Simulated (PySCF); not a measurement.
CH4N, SMILES [NH]C, multiplicity 2.

Geometry: B3LYP-D3(BJ)/def2-TZVP. The isomer is the one that the SMILES or the coordinates give; other isomers of the formula were not compared.

All values below come from TDA-PBE0/def2-TZVPD in PySCF 2.14.0.

Vertical excitations. The molecule is in vacuum.

Computed excitation energies, oscillator strengths and character:
| state | energy (eV) | λ (nm) | f | main pairs |
|---|---|---|---|---|
| root 1 | 2.37 | 523 | 0.001 | β HOMO→LUMO 98 % |
| root 2 | 6.38 | 194 | 0.001 | β HOMO−1→LUMO 86 % |
| root 3 | 6.70 | 185 | 0.002 | α HOMO−1→LUMO 6 %, β HOMO→LUMO+1 84 % |
| root 4 | 6.73 | 184 | 0.000 | α HOMO→LUMO 89 % |
| root 5 | 7.24 | 171 | 0.003 | α HOMO−1→LUMO 83 %, β HOMO→LUMO+1 9 % |
| root 6 | 7.62 | 163 | 0.011 | β HOMO→LUMO+2 81 % |
| root 7 | 7.63 | 162 | 0.019 | α HOMO→LUMO+1 93 % |
| root 8 | 7.76 | 160 | 0.048 | α HOMO−1→LUMO+1 7 %, β HOMO−2→LUMO 86 % |
| root 9 | 8.17 | 152 | 0.079 | α HOMO−1→LUMO+1 80 %, β HOMO→LUMO+2 8 %, β HOMO−2→LUMO 5 % |
| root 10 | 8.29 | 150 | 0.005 | β HOMO−3→LUMO 88 % |
Unrestricted roots are not spin-pure.
